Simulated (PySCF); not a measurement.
# An isoelectronic set: 84 electrons

MP2 in PySCF with def2-SVP on every atom (core potentials on Sn, Te, I), for the lowest determinant that a PBE0 search found; no spin–orbit coupling. All have 84 electrons, 10 of them in the valence shells, and the same state, a singlet (closed shell). For ions De leads to the atom and ion picked by measured ionisation energies and electron affinities.

| species | difference of nuclear charges | Re (Å) | ωe (cm⁻¹) | k (mdyn/Å) | De (eV) | dissociates to |
| --- | --- | --- | --- | --- | --- | --- |
| SnSe | 16 | 2.355 | 333 | 3.13 | 4.28 | Sn + Se |
| GeTe | 20 | 2.363 | 331 | 3.03 | 4.11 | Ge + Te |
| GaI | 22 | 2.580 | 226 | 1.35 | 3.61 | Ga + I |
| SnBr⁺ | 15 | 2.424 | 307 | 2.65 | 3.58 | Sn⁺ + Br |
| GeI⁺ | 21 | 2.404 | 315 | 2.73 | 3.59 | Ge⁺ + I |

Correlated steps freeze 13 core orbitals. Correlated levels converge slowly with the basis: in double zeta they bind strong bonds too weakly, by up to about 1 eV, and carry superposition errors of some tenths. These are scalar-relativistic numbers at best; spin–orbit coupling would shift them, the dissociation energy most. For an ion De counts to the pair picked by the measured ionisation energies or electron affinities, which need not be the lowest pair at this level. Where the molecule has an RHF reference, its open-shell atoms are computed with UHF.
